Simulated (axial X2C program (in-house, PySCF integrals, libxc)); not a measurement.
# Spectroscopic constants of HfSi⁻

Computed with an in-house all-electron X2C program for linear molecules (integrals from PySCF). Spin-free means the one-electron spin-free X2C Hamiltonian. Basis: Hf dyall-acv3z [14s15p10d7f4g], Si dyall-av3z [9s8p3d2f] (cores contracted in-house); Gaussian nuclei, density fitting, unrestricted open shells. Masses: Hf 179.947 u, Si 27.977 u.

Input:
```json
{
 "zs": [
  72,
  14
 ],
 "q": -1,
 "bas": [
  "dyall-acv3z",
  "dyall-av3z"
 ],
 "levels": [
  "PBE0",
  "HF",
  "PBE"
 ],
 "cc": true,
 "r0": 2.68,
 "thr": -1.0,
 "nmax": 90,
 "npts": 10,
 "nst": 2,
 "ntry": 6
}
```
```bash
python so2c.py task.json out
```

Keys: zs atomic numbers; q charge; bas basis sets; levels methods; cc coupled cluster on or off; r0 starting distance in Å; thr threshold in hartree for freezing inner shells (an s shell follows its p shell); nmax most natural virtual spinors; npts points on the curve; nst determinants followed; ntry starts of the search. HF also brings MP2.

State, spin-free: M_S = 1/2, Λ = 0 (beyond evenly filled blocks: σα); electrons by block: σα: 18, σβ: 17, π+α: 9, π+β: 9, π-α: 9, π-β: 9, δ+α: 3, δ+β: 3, δ-α: 3, δ-β: 3, φ+α: 1, φ+β: 1, φ-α: 1, φ-β: 1. Fragments: Hf + Si-.

| Hamiltonian | level | Re (Å) | ωe (cm⁻¹) | De (eV) | D0 (eV) | k (mdyn/Å) | μ (D) |
| --- | --- | --- | --- | --- | --- | --- | --- |
| spin-free | PBE | 2.339 | 410.0 | 3.36 | 3.34 | 2.4 | -6.48 |

Dipoles are positive if Si is the positive end and refer to the centre of mass.

One determinant describes the state; a PBE0 search over occupations chose it and may have missed a lower one. Dissociation energies refer to the lowest single-determinant-based atoms at the same level and basis. Other states lie close and PBE0, whose exact exchange favours high spin, may order them wrongly; the determinant shown need not be the ground state. The nearest other spin-free determinant of the search, M_S = 1/2, Λ = 1, lies 0.40 eV up at the distance of the search. The highest occupied level of some functionals is positive through self-interaction error; at Hartree–Fock it is bound. The determinant is spin-polarised beyond a pure state at some levels (its spin-free form has ⟨S²⟩ too high), which makes Re and μ there less reliable.

No reliable constants came from CCSD (2c), CCSD (spin-free), CCSD(T) (2c), CCSD(T) (spin-free), HF (2c), HF (spin-free), MP2 (2c), MP2 (spin-free), PBE (2c), PBE0 (2c), PBE0 (spin-free): no minimum in range, unconverged points, a curve that is not smooth, a change of character along it, or the two Hamiltonians disagreeing along it.

The whole task took 7.6 min on 1 thread of Arm Neoverse V2, on a shared host.
